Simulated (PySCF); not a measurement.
A structure optimised at GFN2-xTB (Å):
```
atom  x, y, z in Å
C1    -2.2635    0.3830    1.3152
C2    -1.2891    0.3762    0.1428
C3    -0.9382   -1.0445   -0.3036
C4     0.1373   -0.9618   -1.3887
Si5    1.2769    0.4577   -0.8127
C6     2.9034   -0.1449   -0.0373
C7     0.0247    1.0919    0.4788
H8    -1.8313   -0.1355    2.1697
H9    -3.1929   -0.1161    1.0464
H10   -2.4961    1.4032    1.6143
H11   -1.7553    0.8912   -0.7049
H12   -0.5484   -1.5954    0.5558
H13   -1.8266   -1.5708   -0.6598
H14    0.6315   -1.9230   -1.5180
H15   -0.3282   -0.7151   -2.3431
H16    1.5446    1.4328   -1.8824
H17    3.4547    0.6814    0.4001
H18    2.7280   -0.8771    0.7459
H19    3.5423   -0.6060   -0.7838
H20   -0.1165    2.1711    0.4758
H21    0.3338    0.8186    1.4892
```

Neutral, closed shell.

Q: Read off the bonds between heavy atoms and their formal orders.

A: C1–C2 1.52 Å (single); C2–C3 1.53 Å (single); C3–C4 1.53 Å (single); C4–Si5 1.91 Å (single); Si5–C6 1.90 Å (single); Si5–C7 1.91 Å (single); C2–C7 1.53 Å (single). Bonds to hydrogen (Å): C1–H8 1.09; C1–H9 1.09; C1–H10 1.09; C2–H11 1.10; C3–H12 1.09; C3–H13 1.09; C4–H14 1.09; C4–H15 1.09; Si5–H16 1.47; C6–H17 1.09; C6–H18 1.09; C6–H19 1.09; C7–H20 1.09; C7–H21 1.09.

Q: Give the structure as a SMILES string.

A: `C[C@@H]1CC[Si@H](C)C1`, C6H14Si. Among its features: Si–H bond and C–Si bond.

Q: What is the point group of this geometry?

A: C1 (no symmetry element, even within 0.4 Å).

Q: Which rings does it hold (smallest set)?

A: C2–C3–C4–Si5–C7 (5 members, 0.20 Å rms from planarity).

Q: Classify the heavy atoms.

A: C1: methyl carbon; C2: sp3 CH carbon; C3: ring CH2 carbon; C4: sp3 carbon bound to silicon; Si5: SiH silicon; C6: Si-methyl carbon; C7: sp3 carbon bound to silicon.

Q: What is the arrangement about C6?

A: It has 4 neighbours (Si5, H17, H18, H19) and is tetrahedral (angles from 107.6° to 111.7°).

Q: What is the arrangement about C4?

A: It has 4 neighbours (C3, Si5, H14, H15) and is distorted tetrahedral (angles from 104.2° to 114.9°).

These are computed values.
